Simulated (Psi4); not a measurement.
Psi4 input (wB97X-D/6-311+G**):

```
memory 1500 MB

molecule {
0 2
N    -2.29183800   -0.48246700   -0.15866300
Si   -0.97253600    0.57820000    0.11696000
N     0.46672400   -0.32108800    0.46254500
Si    2.02120900   -0.24927800   -0.30149000
H    -3.21733800   -0.24536900    0.15935400
H    -2.31370700   -1.12835800   -0.93153900
H    -1.41359100    1.42385800    1.25168100
H    -0.58656800    1.44299800   -1.02368900
H     0.35363000   -1.06231000    1.14340800
H     2.19810600    1.11747500   -0.86191100
H     3.07384100   -0.52831600    0.71893800
symmetry c1
no_reorient
no_com
}

set {
  basis 6-311+G**
  reference uks
  scf_type df
  df_basis_scf def2-universal-jkfit
  dft_radial_points 99
  dft_spherical_points 590
  e_convergence 1e-8
  d_convergence 1e-7
  maxiter 150
}

e = energy('wb97x-d')
print_out(f'\nFINAL {e:.10f} DIPOLE {variable("CURRENT DIPOLE")[0]:.6f} {variable("CURRENT DIPOLE")[1]:.6f} {variable("CURRENT DIPOLE")[2]:.6f}\n')
```

From the output:

```
      94A      1.520733    95A      1.592977    96A      1.620168
      97A      1.628153    98A      1.644963    99A      1.702262
     100A      1.714990   101A      1.739009   102A      1.751098
     103A      1.877567   104A      1.977971   105A      2.023264
     106A      2.042288   107A      2.061464   108A      2.087099
     109A      2.112967   110A      2.193526   111A      2.225313
     112A      2.245146   113A      2.441338   114A      2.483475
     115A      2.508908   116A      2.548199   117A      2.602987
     118A      2.635652   119A      2.712073   120A      2.725132
     121A      2.739961   122A      2.761926   123A      2.783895
     124A      2.868615   125A      2.947422   126A      3.041311
     127A      3.105691   128A      3.169313   129A      3.942102
     130A      3.977704   131A      4.139540   132A      4.395771
     133A      4.535489   134A      4.839368   135A      5.786832
     136A      5.872715   137A     11.463766   138A     11.544958
     139A     11.558376   140A     11.565689   141A     11.597836
     142A     11.671759   143A     35.606071   144A     35.699279
     145A    141.307423   146A    141.392984

    Final Occupation by Irrep:
              A
    DOCC [    24 ]
    SOCC [     1 ]
    NA   [    25 ]
    NB   [    24 ]

  @DF-UKS Final Energy:  -692.73090092988184

   => Energetics <=

    Nuclear Repulsion Energy =            215.5560935269819822
    One-Electron Energy =               -1385.0387720701946819
    Two-Electron Energy =                 518.4036881549571945
    DFT Exchange-Correlation Energy =     -41.6480653628414501
    Empirical Dispersion Energy =          -0.0038451787850467
    VV10 Nonlocal Energy =                  0.0000000000000000
    Total Energy =                       -692.7309009298818410

  UHF NO Occupations:
  HONO-2 :   23  A 1.9998541
  HONO-1 :   24  A 1.9992261
  HONO-0 :   25  A 1.0000000
  LUNO+0 :   26  A 0.0007739
  LUNO+1 :   27  A 0.0001459
  LUNO+2 :   28  A 0.0000626
  LUNO+3 :   29  A 0.0000231

Computation Completed

Properties will be evaluated at   0.000000,   0.000000,   0.000000 [a0]

Properties computed using the SCF density matrix

 Multipole Moments:

 ------------------------------------------------------------------------------------
     Multipole            Electronic (a.u.)      Nuclear  (a.u.)        Total (a.u.)
 ------------------------------------------------------------------------------------

 L = 1.  Multiply by 2.5417464519 to convert [e a0] to [Debye]
 Dipole X            :         -0.6286917           -0.0000057           -0.6286974
 Dipole Y            :         -0.3219233            0.0000019           -0.3219214
 Dipole Z            :          0.0184396           -0.0000076            0.0184320
 Magnitude           :                                                    0.7065646

 ------------------------------------------------------------------------------------

FINAL -692.7309009299 DIPOLE -0.628697 -0.321921 0.018432

*** Psi4 exiting successfully. Buy a developer a beer!
```

The geometry given is a B3LYP-D3(BJ)/def2-TZVP minimum.
